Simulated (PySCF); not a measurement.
H3InS, SMILES [SH][InH2].

Coordinates come from a B3LYP-D3(BJ)/def2-TZVP optimisation. The def2 effective core potentials stand for the cores of In; spin–orbit coupling is left out.

Two levels are set side by side: PBE/def2-TZVPD (PySCF) and HF/def2-TZVPD (PySCF). Same geometry, gas phase. Differences are taken from unrounded values.

```json
[
 {"quantity": "orbital gap (eV)", "HF": "10.64"},
 {"quantity": "highest occupied level (eV)", "HF": "-10.04"},
 {"quantity": "lowest empty level (eV)", "HF": "0.60"},
 {"quantity": "dipole moment (D)", "HF": "2.01"},
 {"quantity": "mean polarisability (bohr³)", "HF": "59.0"}
]
```

Problem. What does PBE give, and how far is it from HF? (An estimate is asked for; the answer gives what the named calculation found.)

Solution. 
```
quantity                       PBE  PBE minus HF
---------------------------  -----  ------------
orbital gap (eV)              3.82         -6.81
highest occupied level (eV)  -6.27          3.76
lowest empty level (eV)      -2.45         -3.05
dipole moment (D)             1.55         -0.46
mean polarisability (bohr³)   66.8           7.8
```

PBE's occupied levels lie high since its potential decays too fast outside the molecule; exact exchange lowers them and widens the gap. Loosely held outer electrons make PBE densities more polarisable. Differences between two approximate levels are no errors against the true value.

Rough cost on one machine, each run with all the roots and properties that it gave: HF against PBE about 1/3.
